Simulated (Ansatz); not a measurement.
Compare A (`CC1OC[SiH2]1`) with its isomer B (`O[SiH]1CCC1`).

Gas-phase electronic energies from Ansatz, PBE0-D4/def2-TZVP geometries. CBS: MP2 limit from def2 TZ/QZ plus the TZ coupled-cluster correction, frozen cores. Functionals use def2-TZVPP. B3LYP here is the variant with VWN-RPA as its local correlation; programs differ in this. Each species was taken in one conformer, which may not be the lowest.

**Question.** Which isomer does CCSD(T)/CBS put lower? Give the gap. (Estimate.)

**Answer.** Computed: B, by 238.6 kJ/mol.

**Question.** Give E(B) − E(A) in kJ/mol with B3LYP, PBE0-D4, B3LYP-D4, HF/def2-TZVPP, CCSD(T)/def2-TZVPP, PBE-D4, B2PLYP. (An estimate is asked.)

**Answer.** Ansatz gave: B3LYP -222.9, PBE0-D4 -230.1, B3LYP-D4 -223.6, HF/def2-TZVPP -234.9, CCSD(T)/def2-TZVPP -234.5, PBE-D4 -218.1, B2PLYP -232.2. None reverses the order clearly.

Largest T1 diagnostic: 0.012.

From PBE to PBE0 (25 % exact exchange), in def2-TZVPP and without D4, E(B) − E(A) moves by −12.0 kJ/mol.
